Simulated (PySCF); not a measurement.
# Correlation energy of Bi⁺ (bismuth, charge +1)

[Xe] 4f14 5d10 6s1 6p3, high-spin 5S determinant (an excited configuration). All numbers are calculated (PySCF 2.14, the spin-free X2C one-electron Hamiltonian (Gaussian nucleus), in ANO-RCC-VTZP (8s7p5d3f2g, 93 functions)). Frozen: [Xe] 4f14 5d10; 4 electrons correlated.

```tsv
level	correlation energy (mhartree)
CCSD	-17.44
(T)	-0.17
CCSD(T)	-17.61
```

Diagnostics: T1 = 0.0018, D1 = 0.0031, largest double amplitude 0.047.

Spin-orbit coupling is strong in this species (close to jj coupling), so the high-spin LS determinant is a model state, not a physical level.

Cost of the coupled-cluster step: about 7 core-seconds, for 4 correlated electrons.

Spin-orbit coupling is strong in this species, so the high-spin LS determinant is a model state.
